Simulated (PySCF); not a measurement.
# Computed properties of Ge(H)3(OSiH3) (GeH6OSi), SMILES [SiH3][O][GeH3]

Ge(H)3(OSiH3) (GeH₆OSi), SMILES [O]([SiH3])[GeH3]. Coordinates come from a B3LYP-D3(BJ)/def2-SVP optimisation. The structure was generated by enumeration, and PubChem lists no compound with its InChIKey, so it may never have been made. One conformer was computed; it need not be the lowest. All values are computed for the isolated molecule unless a solvent is named; none is compared with measurement here.

**Structure.** All 21 harmonic modes at B3LYP-D3(BJ)/def2-SVP (PySCF) are real, so it is a minimum. With heavy atoms numbered as in [GeH3:1][O:2][SiH3:3], the shortest bond between them is O2–Si3 at 1.659 Å and the longest Ge1–O2 at 1.786 Å.

**Vibrations.** The strongest infrared lines (harmonic, unscaled, degenerate partners summed) lie at 859 cm⁻¹ (506 km/mol, H 86 %), 1009 cm⁻¹ (275 km/mol, H 89 %, Si 11 %), 2198 cm⁻¹ (181 km/mol, H 96 %). The softest mode is at 40 cm⁻¹ and the zero-point energy is 33.0 kcal/mol.

**Electronic structure.** CAM-B3LYP/def2-TZVPD (PySCF) places the frontier levels at -9.85 and 0.39 eV, a gap of 10.24 eV, and gives a dipole moment of 1.24 D and a mean polarisability of 62.2 bohr³. PBE/def2-TZVPD (PySCF) at the same geometry gives -7.01 and -1.33 eV, so its gap is 4.56 eV narrower. An orbital gap is neither the optical nor the fundamental gap.

**Excitations.** TDDFT-PBE0/def2-SVPD (PySCF) has S1 at 6.60 eV (188 nm, f = 0.001, dark); the most intense of the 10 singlets computed lies at 7.86 eV (f = 0.08). T1 (TDA) is at 6.24 eV. TDDFT-PBE/def2-SVPD (PySCF) puts S1 at 5.86 eV. No vertical singlet excitation falls in the visible range (under 3.1 eV).

**NMR.** GIAO shifts at PBE0/pcSseg-1 (PySCF) (non-relativistic, atoms alike by connectivity averaged): ¹H from 5.3 to 5.5 ppm against TMS; ²⁹Si at -31.9 ppm against TMS.
